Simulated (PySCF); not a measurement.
Gas-phase reaction: 3 SnH4 + 3 CH2CHF = 3 SnH3F + 2 C3H6 (cyclic)

Method: PySCF energies (xtb for GFN2) plus ideal-gas RRHO corrections (1 bar). † marks an energy on the PBE0/def2-TZVP geometry and frequencies; other levels use their own. All species are closed-shell singlets. Sn: scalar-relativistic def2 core potential, no spin-orbit coupling. SnH3F: computed as isolated molecules; such fragments, hydroxides, amides, oligomers or adducts are transient or little studied in the gas. The harmonic model lacks anharmonicity and excited electronic states, which grow with temperature; levels with a mode under 35 cm⁻¹ are left out.

ΔH° and ΔS° at 298 K: BLYP/def2-TZVP† -329 kJ, -175 J/K; GFN2-xTB -359 kJ, -160 J/K; HF/def2-TZVP† -356 kJ, -175 J/K; PBE0/def2-SVP† -361 kJ, -175 J/K; r2SCAN/def2-TZVP† -404 kJ, -175 J/K.

Q: With the heat capacities included, give log10 K (1 bar) at 500, 800, 1400, 2000, 2500 K from BLYP/def2-TZVP†, GFN2-xTB, HF/def2-TZVP†, PBE0/def2-SVP†, r2SCAN/def2-TZVP†.

A: 
```csv
T (K),BLYP/def2-TZVP†,GFN2-xTB,HF/def2-TZVP†,PBE0/def2-SVP†,r2SCAN/def2-TZVP†
500,25.2,29.1,28.0,28.5,33.0
800,12.2,15.0,14.0,14.3,17.1
1400,3.0,5.1,4.0,4.1,5.8
2000,-0.7,1.2,0.0,0.1,1.3
2500,-2.4,-0.6,-1.8,-1.7,-0.8
```
